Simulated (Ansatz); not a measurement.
`FB[O][InH2]` + `C[NH][GeH3]` → `C[N]([GeH3])[InH2]` + `OBF` at 298.15 K and 1 bar (ligand exchange at the In–O bond).

Calculated with Ansatz (gas phase, PBE0-D4/def2-TZVP geometries, no zero-point term in ΔE). CBS: MP2 limit from def2 TZ/QZ plus the TZ coupled-cluster correction, frozen cores. This one scheme is used for every species. def2 core potentials past Kr. For Ge, In outer-core shells are correlated without core-valence functions, which leaves a few kJ/mol of doubt a bond. Scalar relativity is left out up to krypton. Each species was taken in one conformer, which may not be the lowest.

| species | CCSD(T)/CBS energy (Eh) | H − E (kJ/mol) | S (J/(mol·K)) |
| --- | --- | --- | --- |
| `FB[O][InH2]` | -391.48685 | 101.7 | 333.1 |
| `C[NH][GeH3]` | -2173.06430 | 220.1 | 309.9 |
| `C[N]([GeH3])[InH2]` | -2363.46641 | 230.5 | 381.6 |
| `OBF` | -201.07426 | 91.0 | 252.9 |

H − E and S are ideal-gas, rigid-rotor, harmonic terms from PBE0-D4/def2-TZVP, for one conformer and one mirror image of each species. 1 Eh = 2625.50 kJ/mol, R = 8.31446 J/(mol·K).

Task: By hand: ΔE, ΔH, ΔS and ΔG.

Result: ΔE = (-2363.46641) + (-201.07426) − (-391.48685) − (-2173.06430) = 0.01048 Eh = 27.5 kJ/mol. Δ(H − E) = 230.5 + 91.0 − 101.7 − 220.1 = -0.3, so ΔH = 27.2 kJ/mol. ΔS = 381.6 + 252.9 − 333.1 − 309.9 = -8.5 J/(mol·K). ΔG = 27.2 − 298.15 × (-8.5)/1000 = 29.7 kJ/mol.

Task: By hand: the equilibrium constant, and the temperature at which ΔG would vanish if ΔH and ΔS stayed fixed.

Result: log₁₀ K = −ΔG/(RT ln 10) = -5.2. ΔH and −TΔS have one sign here, so there is no such temperature.

The number of gas molecules stays the same, so ΔS is small and ΔH decides. A doubt of 5 kJ/mol in ΔE shifts log₁₀ K by 0.9 here. Other conformers and mirror images would add mixing entropy, several J/(mol·K) or more a flexible species. These are equilibria of isolated gas molecules and say nothing of rates. Largest T1 diagnostic: 0.016 (customary marks: 0.02 for closed shells, 0.045 for open ones).

ΔS is within the doubt of such terms, so its sign, and with it that verdict, could turn.
